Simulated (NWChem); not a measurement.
System: C₃H₄Se; SMILES [SeH]CC#C

Here is an NWChem input.

```
start job
memory heap 200 mb stack 900 mb global 1100 mb
geometry units angstroms noautosym nocenter noautoz
  C      0.586417     2.787740     0.000179
  C     -0.123351     1.806719     0.000189
  C     -0.955766     0.622887     0.000259
  Se     0.175172    -0.997071     0.000587
  H      1.210102     3.662512     0.000303
  H     -1.596043     0.601540    -0.893739
  H     -1.595866     0.601709     0.894397
  H     -0.972234    -1.920203     0.007160
end
basis spherical
  * library pcsseg-1
end
dft
  xc pbe0
  iterations 150
end
property
  shielding 7 1 2 3 4 5 6 8
  efieldgrad
end
task dft property
```

Coordinates come from a PBE0/def2-SVP optimisation.

GIAO values for the isolated, static molecule; σ is the absolute isotropic shielding, δ = σ(reference) − σ with the isolated reference molecule computed at the same levels (13C: tetramethylsilane, 1H: tetramethylsilane). Spin-orbit effects, on the heavy nuclei and on their neighbours, are missing.

Atoms are numbered as in the input.

Problem. Give the results of this calculation. (PBE0/pcSseg-1, GIAO.) Quantities: δ C1 (ppm); δ C2 (ppm); δ C3 (ppm); σ Se4 (ppm); δ H5 (ppm); δ H6 (ppm); δ H8 (ppm).

Solution. 
- δ C1 (ppm) = 78.8
- δ C2 (ppm) = 82.2
- δ C3 (ppm) = 12.8
- σ Se4 (ppm) = 1764.3
- δ H5 (ppm) = 2.08
- δ H6 (ppm) = 3.30
- δ H8 (ppm) = 2.19
